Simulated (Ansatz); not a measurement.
Several settings on one geometry of the cluster CdCl₂⁻ (that of the charge -1 doublet, r2SCAN-D4/def2-TZVPD). Ansatz on 4 threads of Arm Neoverse V1 on a shared host; times are rough.

```xyz
3

Cd   -0.0530   -0.8570   -0.0469
Cl   -1.6508    0.4599    1.3478
Cl    1.7038    0.3971   -1.3009
```

Totals from different functionals, basis sets or treatments of relativity can't be compared as stabilities.

DK, ANO-RCC and x2c sets are all-electron and run with scalar relativity unless a key says otherwise. In the def2 sets Cd takes a core potential; there is no spin–orbit coupling. Correlated methods freeze no core orbitals; core or outer-core shells of Cd are correlated, in sets that lack core-valence functions.

The spins typed aren't always the lowest for that charge.

**Question.** Give the basis size and estimate the energy, ⟨S²⟩ and time of these runs.

```tsv
run	method	charge	state	further keys
1	UHF, ccsd/def2-TZVP	-1	doublet	final_grid: {core_spheres: 8, valence_spheres: 7, degree: 23}; electrons: all; diis_vectors: 1; scf: {omitted_lower_state_checks: [starts]}
2	UKS rPW86-PBE-D4/def2-TZVPP	-1	doublet	pseudopotentials: {relativity: none}; scf: {omitted_lower_state_checks: [starts]}; forces asked
3	UKS PBEsol-D4/ANO-RCC-VTZP	-1	quartet	scf: {lower_state_search: off}; forces asked
```

**Answer.** 
```csv
run,functions,energy (Eh),⟨S²⟩,wall time
1,114,-1087.1133,0.75,74 s
2,140,-1089.2969,0.75,3.8 s
3,136,-6512.3100,3.75,4 s
```

The highest occupied level of an anion often lies above zero with these methods, and sets without diffuse functions describe the outer electron poorly.
